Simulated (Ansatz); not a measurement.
MgBr₂⁻: single points at one geometry.

```yaml
crystal:
  periodic: [false, false, false]
  atoms:
    - {symbol: Mg, position_ang: [-0.262718, -0.813515, -0.027664]}
    - {symbol: Br, position_ang: [-1.889190, 1.062280, -0.075926]}
    - {symbol: Br, position_ang: [2.151907, -0.248775, 0.103590]}
basis:
  gaussian: {orbitals: def2-TZVPD, initial_orbitals: start.molden}
total_charge: -1
magnetization: {spin_polarized: true, initial_magnetization: 1}
hamiltonian: {xc: pbe, dispersion: d4}
scf: {omitted_lower_state_checks: [starts]}
output: {forces: true, orbitals: {seedname: orbitals}}
```

The file start.molden holds the orbitals of an earlier run on this structure, at another level or in another basis.

```sh
$ ansatz run in.yaml --threads 4 --pin off --events-out ev --progress --plain --max-ram 3916MiB
```

Output, abridged:

```
Functional definition: PBE
1148 factors; their error is unknown
mean field evaluation 1: about -145518.0142 eV, gradient 8.5e0 eV
mean field evaluation 2: about -145518.0929 eV, gradient 1.3e-1 eV
mean field evaluation 4: about -145518.0760 eV, gradient 7.7e-4 eV
mean field evaluation 8: about -145518.0760 eV, gradient 1.8e-5 eV
mean field -145518.07599207 eV, -5347.6906570140 hartree, gradient 1.8e-5 eV, S^2 0.750819; 0 other end points of the search recorded, 0 dependent functions left out
reference -145518.07604165 eV, -5347.6906588361 hartree; 42, 41 occupied and 107, 108 virtual orbitals, 1148 factors
Total energy: -145518.14335363 eV, -5347.6931325055 hartree
Atom 0 at    -0.262718    -0.813515    -0.027664 Å, force    -0.024925    -0.077855    -0.002637 eV/Å
Atom 1 at    -1.889190     1.062280    -0.075926 Å, force    -0.080521     0.069160    -0.002811 eV/Å
Atom 2 at     2.151907    -0.248775     0.103590 Å, force     0.105446     0.008695     0.005448 eV/Å
Dipole moment:     0.080653     0.249867     0.008495 e Å
Checks for a lower state left out: starts
```

Hardware: 4 threads of Arm Neoverse V1 on a shared host. Wall time 2.4 s.

As the first input, with `hamiltonian: {xc: {name: BHLYP}, dispersion: d4}`, `output: {orbitals: {seedname: orbitals}}` (abridged; 3.5 s):

```
Functional definition: BHLYP
mean field -145542.22978694 eV, -5348.5782926035 hartree, gradient 2.6e-5 eV, S^2 0.750987
Total energy: -145542.34462296 eV, -5348.5825127493 hartree
Checks for a lower state left out: starts
```

The first input with `gaussian: {orbitals: def2-SVPD, initial_orbitals: start.molden}`, `hamiltonian: {xc: pbe0, dispersion: d4}`, `output: {orbitals: {seedname: orbitals}}` (abridged; 2.7 s):

```
Functional definition: PBE0
mean field -145504.78869077 eV, -5347.2023576978 hartree, gradient 4.1e-5 eV, S^2 0.750791
Total energy: -145504.84801263 eV, -5347.2045377358 hartree
Checks for a lower state left out: starts
```

The first input with `hamiltonian: {xc: {name: LC-wPBE, parameters: {omega: 0.1/bohr}}}`, `output: {orbitals: {seedname: orbitals}}` (abridged; 3.7 s):

```
Functional definition: LC-wPBE
mean field -145517.65918940 eV, -5347.6753397983 hartree, gradient 1.8e-5 eV, S^2 0.750819
Total energy: -145517.65918950 eV, -5347.6753398020 hartree
Checks for a lower state left out: starts
```

As the first input, with `hamiltonian: {xc: {name: revPBE}, dispersion: d4}`, `output: {orbitals: {seedname: orbitals}}` (abridged; 2.1 s):

```
Functional definition: revPBE
mean field -145529.21818929 eV, -5348.1001252094 hartree, gradient 2.0e-5 eV, S^2 0.750913
Total energy: -145529.35192608 eV, -5348.1050399456 hartree
Checks for a lower state left out: starts
```

First input, but with `hamiltonian: {xc: {name: LC-wPBE, parameters: {omega: 0.2/bohr}}}`, `output: {orbitals: {seedname: orbitals}}` (abridged; 2.7 s):

```
Functional definition: LC-wPBE
mean field -145518.47349136 eV, -5347.7052648433 hartree, gradient 2.6e-5 eV, S^2 0.750959
Total energy: -145518.47349138 eV, -5347.7052648442 hartree
Checks for a lower state left out: starts
```

As the first input, with `hamiltonian: {xc: {name: LC-wPBE}}`, `output: {orbitals: {seedname: orbitals}}` (abridged; 2.8 s):

```
Functional definition: LC-wPBE
mean field -145521.23358843 eV, -5347.8066965398 hartree, gradient 1.6e-5 eV, S^2 0.751066
Total energy: -145521.23358843 eV, -5347.8066965401 hartree
Checks for a lower state left out: starts
```

Geometry: r2SCAN-D4/def2-TZVPD.

LC-ωPBE has ω = 0.4 bohr⁻¹. At PBE-D4/def2-TZVPD, revPBE-D4/def2-TZVPD the highest occupied level of the charge -1 doublet lies above zero (up to 0.41 eV). By energy differences its removal costs 2.08 eV (vertical, to the charge 0 singlet, at LC-ωPBE (ω = 0.30 bohr⁻¹)/def2-TZVPD). The structure comes from a short search, and lower isomers may exist.
